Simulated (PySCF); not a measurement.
## Copper: a sound run and one with changed settings

Sound run: Cu [Ar] 3d10 4s1, Cu+ [Ar] 3d10. All numbers are calculated (PySCF 2.14, the non-relativistic Hamiltonian (point nucleus), in pcseg-2). In the sound run the correlated levels freeze [Ar]. The sound run starts from symmetry-adapted Hartree-Fock orbitals and uses a fine grid where one is needed.

Changed run: a valence shell is frozen. This setting is unsound on purpose.

Ionisation energy of Cu:

```
 method  sound run (eV)  changed run (eV)
    UHF           6.410             6.410
    MP2           7.303             6.410
SCS-MP2           7.159             6.410
   CCSD             n/a             6.410
CCSD(T)             n/a             6.410
  CCSDT             n/a             6.410
    FCI             n/a             6.410
```

Freezing a valence shell removes pair correlation that changes on ionisation.

For comparison, NIST gives 7.726 eV between the lowest levels.
